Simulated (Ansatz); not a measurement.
Two isomers of CH9NSi2: A = `N[SiH2]C[SiH3]`, B = `NC([SiH3])[SiH3]`.

Calculated with Ansatz (gas phase, PBE0-D4/def2-TZVP geometries, no zero-point term in ΔE). CCSD(T)/CBS adds triple-zeta CCSD(T) − MP2 to the extrapolated MP2 energy (def2 sets, frozen cores). DFT in def2-TZVPP. B3LYP here is the variant with VWN-RPA as its local correlation; programs differ in this. Each species was taken in one conformer, which may not be the lowest.

Q: Which isomer does CCSD(T)/CBS put lower? Give the gap. (Estimate.)

A: The calculation gave: A, by 156.1 kJ/mol.

Q: Give E(B) − E(A) in kJ/mol with B3LYP, PBE0-D4, BLYP-D4, LDA (SPW92), ωB97M-V, CCSD(T)/def2-SVP, CCSD(T)/def2-TZVPP. (Best estimate.)

A: The calculation gave: B3LYP 153.3, PBE0-D4 148.9, BLYP-D4 143.2, LDA (SPW92) 141.2, ωB97M-V 154.6, CCSD(T)/def2-SVP 130.3, CCSD(T)/def2-TZVPP 153.5. None reverses the order clearly.

Q: Does the order hold for the free energy at 298.15 K (harmonic terms from PBE0-D4)? (Estimate.)

A: Computed: Yes: G(B) − G(A) = +157.0 kJ/mol, for one conformer each. Modes under 60 cm⁻¹, often nearly free rotors, make the harmonic entropy too high.

Largest T1 diagnostic: 0.011.

In def2-TZVPP, CCSD(T) changes the Hartree–Fock value by −10.9 kJ/mol (the triples alone add −2.4 kJ/mol) and MP2 by −4.0 kJ/mol. From BLYP to BHLYP (50 % exact exchange), in def2-TZVPP and without D4, E(B) − E(A) moves by +12.6 kJ/mol.
